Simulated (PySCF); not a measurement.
# Deuteron quadrupole couplings in `C#CC[P@H+](C)C(=C)C`

Species: C₇H₁₂P (charge +1).
Geometry (GFN2-xTB, Å), atoms numbered from 1 in this order:
```
atom  x, y, z in Å
C1     3.689   -0.299    0.846
C2     2.522   -0.566    0.860
C3     1.106   -0.883    0.870
P4     0.294    0.100   -0.432
C5     0.551    1.856   -0.099
C6    -1.454   -0.317   -0.632
C7    -1.916   -0.590   -1.847
C8    -2.255   -0.318    0.630
H9     4.718   -0.088    0.857
H10    0.950   -1.949    0.676
H11    0.666   -0.626    1.841
H12    0.933   -0.187   -1.621
H13    0.139    2.451   -0.914
H14    1.621    2.047   -0.006
H15    0.057    2.134    0.833
H16   -1.285   -0.587   -2.721
H17   -2.955   -0.829   -2.008
H18   -1.969   -1.156    1.266
H19   -2.103    0.602    1.194
H20   -3.314   -0.413    0.406
```

Level: PBE0/pcSseg-1 (PySCF, non-relativistic); Q(2H) = 0.00286 b; rigid geometry, the same for H and D, with no vibrational averaging.

Task: Rank these positions by the coupling χzz of a deuteron there, largest first.
A. H20 (methyl hydrogen)
B. H17 (vinylic hydrogen)
C. H15 (methyl hydrogen)
D. H9 (alkyne hydrogen)
E. H12 (P–H hydrogen)
F. H11 (methylene hydrogen)

Result: D (258 kHz), B (218 kHz), A (208 kHz), C (203 kHz), F (193 kHz), E (132 kHz).

Task: What are Vzz, η and χzz (234.96 MHz × Q × Vzz) at all hydrogens?

Result: 
| atom | bonded to | bond length (Å) | Vzz (au) | η | χzz (kHz) |
| --- | --- | --- | --- | --- | --- |
| H9 | C1 | 1.051 | 0.3841 | 0.01 | 258 |
| H10 | C3 | 1.096 | 0.2889 | 0.03 | 194 |
| H11 | C3 | 1.097 | 0.2879 | 0.03 | 193 |
| H12 | P4 | 1.380 | 0.1968 | 0.02 | 132 |
| H13 | C5 | 1.090 | 0.3025 | 0.04 | 203 |
| H14 | C5 | 1.091 | 0.2984 | 0.04 | 201 |
| H15 | C5 | 1.091 | 0.3019 | 0.04 | 203 |
| H16 | C7 | 1.078 | 0.3244 | 0.05 | 218 |
| H17 | C7 | 1.078 | 0.3251 | 0.03 | 218 |
| H18 | C8 | 1.091 | 0.3039 | 0.04 | 204 |
| H19 | C8 | 1.090 | 0.3052 | 0.05 | 205 |
| H20 | C8 | 1.087 | 0.3094 | 0.05 | 208 |

Task: Average by the element that carries the hydrogen.

Result: on C: 210 kHz over 11 positions, mean bond length 1.085 Å; on P: 132 kHz over 1 position, mean bond length 1.380 Å.

Task: How does χzz go with the bond length over the 11 C–H bonds?

Result: A straight-line fit has a slope of -13.7 kHz for each 0.01 Å, with a correlation coefficient of -1.00, over lengths from 1.051 to 1.097 Å. The longer bonds have the smaller couplings here.

One conformer (not necessarily the lowest) at the GFN2-xTB geometry, without solvent, vibrations or thermal averaging. GFN2-xTB bond lengths can be off by several hundredths of an ångström, more for odd bonds, and the gradients follow them. The basis is small and wasn't made for field gradients, so the couplings can be 20 % off.
